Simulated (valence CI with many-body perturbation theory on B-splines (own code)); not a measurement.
# Sm⁵⁶⁺: calculated level list

Level of theory: relativistic CI+MBPT: four valence electrons over a frozen Dirac-Fock core [He], radial functions for each j: 11 s, 11 p, 10 d, 8 f, 5 g, 2 h, with the one-electron correlation potential Σ1, the two-electron term Σ2, the three-electron term Σ3, Breit, model QED; selected CI, second order for the rest, scaled by the run's own slope (own B-spline code, finite nucleus).

No measured spectrum was set against this ion. As an estimate, large intervals hold to a few tenths of a per cent, small ones and those within an open d or f shell to about a per cent. Among the levels kept, up to 900 cm⁻¹ of a level comes from second order outside the variational space, and about a tenth of that is noise between levels of different J, which matters for small intervals.

Levels 46 to 90 of 208, with energies above the lowest level, (2s^2 2p1/2^2) J=0. "Leading %" is the weight of the configuration and term that name the level; weights of strongly mixed levels are sums over their largest components and can fall short, so below about 35 % the name and the second component can differ from the true leading terms, or belong to a minority configuration. In the jj column 3d3/2^4 stands for four electrons in 3d with j = 3/2.

| No. | Configuration | Term | J | E (× 10³ cm⁻¹) | Leading % | g | Leading jj |
| --- | --- | --- | --- | --- | --- | --- | --- |
| 46 | 2s2p²3s | ³P | 1 | 62321 | 67 | 1.560 | 2s 2p1/2 2p3/2 3s (98 %) |
| 47 | 2s2p²3s | ³D | 3 | 62406 | 59 | 1.436 | 2s 2p1/2 2p3/2 3s (97 %) |
| 48 | 2s2p²3s | ³P | 2 | 62579 | 39 | 1.231 | 2s 2p1/2 2p3/2 3s (98 %) |
| 49 | 2s2p²3p | ⁵P° | 1 | 62709 | 39 | 1.879 | 2s 2p1/2 2p3/2 3p1/2 (100 %) |
| 50 | 2s2p²3p | ⁵D° | 2 | 62787 | 47 | 1.351 | 2s 2p1/2 2p3/2 3p1/2 (99 %) |
| 51 | 2s2p²3s | ¹P | 1 | 62901 | 34 | 1.082 | 2s 2p1/2 2p3/2 3s (74 %) |
| 52 | 2s2p²3s | ³P | 0 | 62921 | 94 |  | 2s 2p1/2 2p3/2 3s (94 %) |
| 53 | 2s2p²3s | ³P | 1 | 62973 | 64 | 1.272 | 2s 2p1/2 2p3/2 3s (98 %) |
| 54 | 2s2p²3s | ¹D | 2 | 62986 | 40 | 1.202 | 2s 2p1/2 2p3/2 3s (94 %) |
| 55 | 2s2p²3p | ³D° | 3 | 63011 | 33 | 1.223 | 2s 2p1/2 2p3/2 3p1/2 (98 %) |
| 56 | 2s²2p3p | ³D | 3 | 63070 | 96 | 1.321 | 2s^2 2p3/2 3p3/2 (96 %) |
| 57 | 2s²2p3p | ¹P | 1 | 63109 | 40 | 1.307 | 2s^2 2p3/2 3p3/2 (72 %) |
| 58 | 2s2p²3p | ³P° | 2 | 63243 | 42 | 1.484 | 2s 2p1/2 2p3/2 3p1/2 (99 %) |
| 59 | 2s²2p3p | ³P | 2 | 63281 | 58 | 1.302 | 2s^2 2p3/2 3p3/2 (91 %) |
| 60 | 2s²2p3p | ¹S | 0 | 63453 | 64 |  | 2s^2 2p3/2 3p3/2 (94 %) |
| 61 | 2s2p²3p | ³P° | 0 | 63455 | 47 |  | 2s 2p1/2 2p3/2 3p1/2 (95 %) |
| 62 | 2s2p²3p | ³D° | 1 | 63463 | 58 | 0.885 | 2s 2p1/2 2p3/2 3p1/2 (95 %) |
| 63 | 2s2p²3p | ³F° | 2 | 63479 | 43 | 0.911 | 2s 2p1/2 2p3/2 3p1/2 (93 %) |
| 64 | 2s²2p3d | ³D° | 2 | 63668 | 44 | 1.010 | 2s^2 2p3/2 3d3/2 (90 %) |
| 65 | 2s²2p3d | ³F° | 3 | 63718 | 52 | 1.088 | 2s^2 2p3/2 3d3/2 (94 %) |
| 66 | 2s²2p3d | ³P° | 1 | 63750 | 55 | 1.084 | 2s^2 2p3/2 3d3/2 (94 %) |
| 67 | 2s²2p3d | ³P° | 0 | 63769 | 94 |  | 2s^2 2p3/2 3d3/2 (94 %) |
| 68 | 2s2p²3p | ³D° | 1 | 63787 | 30 | 1.115 | 2s 2p1/2 2p3/2 3p1/2 (98 %) |
| 69 | 2s²2p3d | ³F° | 4 | 63988 | 97 | 1.236 | 2s^2 2p3/2 3d5/2 (97 %) |
| 70 | 2s²2p3d | ³P° | 2 | 64076 | 46 | 1.241 | 2s^2 2p3/2 3d5/2 (96 %) |
| 71 | 2s²2p3d | ³D° | 3 | 64188 | 52 | 1.222 | 2s^2 2p3/2 3d5/2 (82 %) |
| 72 | 2s2p²3p | ⁵D° | 3 | 64245 | 44 | 1.461 | 2s 2p1/2 2p3/2 3p3/2 (87 %) |
| 73 | 2s²2p3d | ¹P° | 1 | 64266 | 51 | 1.183 | 2s^2 2p3/2 3d5/2 (80 %) |
| 74 | 2s2p²3p | ⁵P° | 1 | 64305 | 23 | 1.500 | 2s 2p1/2 2p3/2 3p3/2 (79 %) |
| 75 | 2s2p²3p | ³D° | 2 | 64396 | 41 | 1.464 | 2s 2p1/2 2p3/2 3p3/2 (94 %) |
| 76 | 2s2p²3p | ³P° | 0 | 64504 | 81 |  | 2s 2p1/2 2p3/2 3p3/2 (99 %) |
| 77 | 2s2p²3p | ³F° | 4 | 64532 | 59 | 1.327 | 2s 2p1/2 2p3/2 3p3/2 (98 %) |
| 78 | 2s2p²3p | ³P° | 2 | 64537 | 33 | 1.350 | 2s 2p1/2 2p3/2 3p3/2 (74 %) |
| 79 | 2s2p²3p | ¹P° | 1 | 64593 | 26 | 1.098 | 2s 2p1/2 2p3/2 3p3/2 (67 %) |
| 80 | 2s2p²3p | ³D° | 3 | 64705 | 52 | 1.284 | 2s 2p1/2 2p3/2 3p3/2 (99 %) |
| 81 | 2p³3s | ³P° | 2 | 64775 | 26 | 1.474 | 2p1/2^2 2p3/2 3s (54 %) |
| 82 | 2s2p²3d | ⁵F | 2 | 64781 | 45 | 1.164 | 2s 2p1/2 2p3/2 3d3/2 (99 %) |
| 83 | 2s2p²3d | ⁵D | 1 | 64795 | 49 | 1.185 | 2s 2p1/2 2p3/2 3d3/2 (99 %) |
| 84 | 2s2p²3d | ⁵D | 0 | 64803 | 84 |  | 2s 2p1/2 2p3/2 3d3/2 (100 %) |
| 85 | 2s2p²3d | ⁵F | 3 | 64851 | 53 | 1.185 | 2s 2p1/2 2p3/2 3d3/2 (95 %) |
| 86 | 2p³3s | ¹P° | 1 | 64897 | 16 | 1.238 | 2p1/2^2 2p3/2 3s (55 %) |
| 87 | 2s2p²3p | ³D° | 3 | 65063 | 44 | 1.166 | 2s 2p1/2 2p3/2 3p3/2 (99 %) |
| 88 | 2s2p²3d | ⁵F | 4 | 65072 | 40 | 1.179 | 2s 2p1/2 2p3/2 3d3/2 (81 %) |
| 89 | 2s2p²3p | ³D° | 2 | 65081 | 32 | 1.352 | 2s 2p1/2 2p3/2 3p3/2 (88 %) |
| 90 | 2s2p²3d | ³D | 3 | 65140 | 29 | 1.277 | 2s 2p1/2 2p3/2 3d3/2 (91 %) |
